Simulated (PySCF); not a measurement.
phosphine (H3P), SMILES P. Atoms are numbered in the order given.

```xyz
4

P      0.0000     0.0000    -0.1282
H      1.0324     0.5961     0.6411
H      0.0000    -1.1921     0.6411
H     -1.0324     0.5961     0.6411
```

Geometry: B3LYP-D3(BJ)/def2-TZVP.

Computed with PBE/pcSseg-2 (PySCF).

GIAO shieldings, no solvent; atoms alike by connectivity are averaged. δ = σ(ref) − σ: ³¹P against PH3 (σ = 572.3 ppm); ¹H against TMS (σ = 31.47 ppm), references at their B3LYP-D3(BJ)/def2-TZVP geometries, non-relativistic.

```
nucleus       atoms  count  δ (ppm)
-------  ----------  -----  -------
³¹P              P1      1      0.1
¹H       H2, H3, H4      3     2.06
```
